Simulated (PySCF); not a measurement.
## Unknown: peak-picked proton spectrum

Formula C₉H₇F₃. The spectrum was simulated from the full spin Hamiltonian at 90 MHz with 0.8 Hz Lorentzian lines, from shifts rounded to 0.01 ppm and J to 0.1 Hz, couplings under 1 Hz left out.

Maxima in Hz from TMS (height), grouped by integral:
1H: 628.4 (3), 627.0 (9), 625.7 (17), 624.4 (22), 623.1 (24), 621.7 (19), 620.4 (10), 619.0 (3)
1H: 572.2 (8), 571.9 (9), 570.9 (8), 569.1 (11), 568.2 (7), 566.1 (3), 558.8 (14), 557.9 (12), 556.7 (16), 555.2 (10), 554.1 (9)
3H: 520.6 (8), 519.5 (9), 518.0 (12), 516.3 (20), 513.9 (48), 513.2 (46), 506.2 (15), 505.0 (19), 502.7 (9), 501.8 (10), 498.0 (4), 494.6 (4), 492.8 (8), 491.5 (8), 489.9 (4), 488.6 (4), 486.2 (4), 485.0 (4), 483.4 (4), 482.1 (4)
2H: 450.0 (100), 447.9 (13), 446.7 (29), 445.5 (40), 444.3 (28), 443.2 (10)

¹³C{¹H} NMR (computed): δ 154.5 (C), 149.5 (CH, q, J = 6.4 Hz), 147.3 (CH), 139.8 (CH), 135.6 (CH, q, J = 2.2 Hz), 135.4 (C, q, J = 29.7 Hz), 134.8 (CH), 125.6 (CH2), 115.4 (C, q, J = 337.2 Hz).

Level of theory: coordinates at the PBE0-D3(BJ)/def2-SVP level, shielding tensors at HF/pcSseg-2 (GIAO), couplings computed with B3LYP/pcJ-1 (spin–dipole term only in couplings to heteroatoms), in PySCF 2.14 (single conformer, relativity neglected, in vacuum, equivalent nuclei averaged).

Scale: ¹H (31.68 ppm) and ¹³C (191.47 ppm) vs TMS (reference shieldings calculated alike).

**Question.** Analyse the multiplets.

**Answer.** ¹H NMR (90 MHz, computed): δ 6.93 (dqt, J = 2.7, 1.5, 1.2 Hz, 1H), 6.25 (m, 1H), 5.75 (m, 1H), 5.70 (m, 1H), 5.51 (m, 1H), 5.00 (s, 1H), 4.95 (dq, J = 1.4, 1.2 Hz, 1H). These are first-order names from the parameters used; overlap and second-order distortion can hide them in the list.

**Question.** What is the compound?

**Answer.** SMILES C1=CC=CC(C(F)(F)F)=CC1=C.

Atom-mapped SMILES (the numbers label the heavy atoms): `[CH2:1]=[C:2]1[CH:3]=[CH:4][CH:5]=[CH:6][C:7]([C:8]([F:9])([F:10])[F:11])=[CH:12]1`; H(Xn) means a hydrogen on atom n. Ha(C1) is cis to C3; Hb(C1) is trans to C3.

1. δ 6.93: H(C12), hydrogen on an alkene CH, coupled to H(C3) (2.7 Hz), F9/F10/F11 (1.5 Hz), H(C5) and H(C6) (1.2 Hz).
2. δ 6.25: H(C3), hydrogen on an alkene CH, coupled to H(C4) (14.0 Hz), H(C12) (2.7 Hz), H(C6) (1.5 Hz).
3. δ 5.75: H(C5), hydrogen on an alkene CH, coupled to H(C6) (13.9 Hz), H(C4) (9.1 Hz), F9/F10/F11 (1.5 Hz), H(C12) (1.3 Hz).
4. δ 5.70: H(C6), hydrogen on an alkene CH, coupled to H(C5) (13.9 Hz), H(C3) and H(C12) (1.4 Hz).
5. δ 5.51: H(C4), hydrogen on an alkene CH, coupled to H(C3) (14.0 Hz), H(C5) (9.1 Hz), Hb(C1) (1.4 Hz).
6. δ 5.00: Ha(C1), hydrogen on a terminal =CH2 carbon.
7. δ 4.95: Hb(C1), hydrogen on a terminal =CH2 carbon, coupled to H(C4) (1.4 Hz), F9/F10/F11 (1.2 Hz).

This is the structure that produced the data.

C–F couplings over four or more bonds (about 3 Hz to the para carbon of a fluoroarene) are left out. Common functionals overestimate the size of one-bond C–F couplings by tens of Hz; these are unscaled. Splittings below 1 Hz are ignored in the labels, and close J values are merged. Unscaled 3J(H,H) at this level run about 10 % above measured values. Shifts are as computed, not scaled to solution data. Of 1328 compounds with measured shifts, 309 miss one by over three times the rms of a fit or turn the order of signals round; such compounds aren't used in these exercises. Signals without a measured value on file couldn't be tested in this way.
